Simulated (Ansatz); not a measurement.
Input file for Ansatz (a first-principles code): U-PBE/def2-TZVPP on Cl (SMILES [Cl]).

Ansatz 0.2 input:
```yaml
crystal:
  periodic: [false, false, false]
  atoms:
    - {symbol: Cl, position_ang: [0.00000000, 0.00000000, 0.00000000]}
basis:
  gaussian:
    orbitals: def2-TZVPP
hamiltonian:
  xc: {name: PBE}
magnetization: {spin_polarized: true, initial_magnetization: 1}
```

The log:

```
WARN ansatz: RAYON_NUM_THREADS=4 ignored (pool sized by the plan → 4); use --threads N
Functional definition: PBE
integrals: 0.00 GiB planned
294 factors; their error is unknown
mean field: 0.12 GiB planned
mean field evaluation 1: about -12515.9815 eV, gradient 5.3e0 eV
mean field evaluation 2: about -12516.0818 eV, gradient 3.0e0 eV
mean field evaluation 4: about -12516.1151 eV, gradient 7.0e-2 eV
mean field evaluation 8: about -12516.1065 eV, gradient 1.0e-3 eV
mean field evaluation 16: about -12516.1065 eV, gradient 1.8e-5 eV
mean field evaluation 32: about -12516.1065 eV, gradient 6.2e-5 eV
mean field -12516.10648461 eV, -459.9584295877 hartree, gradient 6.2e-5 eV, S^2 0.752902; 2 other end points of the search recorded, 0 dependent functions left out
reference -12516.10650548 eV, -459.9584303545 hartree; 9, 8 occupied and 33, 34 virtual orbitals, 294 factors
Total energy: -12516.10650548 eV, -459.9584303545 hartree
```

The run converged.

Cost: about 0.4 core-seconds (a rough figure).
